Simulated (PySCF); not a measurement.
## Ionisation energy of Zn by level of theory

Zn [Ar] 3d10 4s2 (1S) → Zn⁺ [Ar] 3d10 4s1 (2S), as a difference of total energies. All numbers are calculated (PySCF 2.14, the spin-free X2C one-electron Hamiltonian (Gaussian nucleus), in Sapporo-DKH3-DZP-2012). Correlated levels: valence: [Ar] frozen. The calculations carry no spin-orbit coupling.

```
           method  ionisation energy (eV)
              UHF                   7.831
              LDA                   9.776
           r2SCAN                   9.261
    MP2 (valence)                   8.883
SCS-MP2 (valence)                   8.908
   CCSD (valence)                   9.016
CCSD(T) (valence)                   9.092
```

Errors of the correlated levels include the incompleteness of this basis and the frozen core.

**Question.** Which method comes closest to the reference value, and which is furthest?

**Answer.** The reference is 9.394 eV (measured; NIST Atomic Spectra Database, ionization energies). Closest: r2SCAN (error -0.133 eV); furthest: UHF (error -1.563 eV).
